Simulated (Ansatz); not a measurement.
C₅H₃N₃O₃Si⁺, that is Si(vinyl)(NCO)3 with one electron fewer. Total charge 1; doublet. Geometry PBE-D4/def2-SVP; atoms count from 1.

```xyz
15

Si    0.0743   -0.2517    0.0971
C    -1.3482    0.8515    0.5310
C    -1.5555    2.0899   -0.0314
H    -2.0661    0.4924    1.2923
H    -0.8878    2.4896   -0.8141
H    -2.3960    2.7330    0.2832
N    -0.5179   -1.7583   -0.4627
C    -0.9154   -2.8410   -0.8586
O    -1.3051   -3.8768   -1.2404
N     1.0681   -0.4965    1.4695
C     1.8194   -0.6879    2.4109
O     2.5337   -0.8648    3.3213
N     1.0233    0.4666   -1.1400
C     1.8490    0.6988   -2.0102
O     2.6242    0.9553   -2.8481
```

(1) Estimate the Mulliken populations from the PBE0/def2-TZVP orbitals of Ansatz.

(2) Where does the spin sit?

(3) And the Mayer bond orders between heavy atoms (over 0.3)?

Answers

(1) 
```
atom  charge (e)  spin (α − β)
 Si1        0.45         -0.05
  C2       -0.13          0.22
  C3       -0.10          0.35
  H4        0.21         -0.01
  H5        0.21         -0.01
  H6        0.22         -0.01
  N7       -0.21          0.14
  C8        0.39         -0.03
  O9       -0.10          0.09
 N10       -0.21          0.13
 C11        0.39         -0.03
 O12       -0.11          0.08
 N13       -0.26          0.09
 C14        0.37         -0.02
 O15       -0.11          0.06
```
Mulliken values depend strongly on the basis.

(2) Summed by element: Si -0.05, C 0.49, H -0.03, N 0.36, O 0.23, of 1 unpaired in all. Largest on single atoms: C3 0.35, C2 0.22, N7 0.14.

(3) Si1–C2 1.00 (1.85 Å); Si1–N7 1.16 (1.71 Å); Si1–N10 1.16 (1.71 Å); Si1–N13 1.14 (1.72 Å); C2–C3 1.55 (1.38 Å); N7–C8 1.90 (1.22 Å); C8–O9 2.17 (1.17 Å); N10–C11 1.90 (1.22 Å); C11–O12 2.18 (1.17 Å); N13–C14 1.91 (1.22 Å); C14–O15 2.19 (1.17 Å).
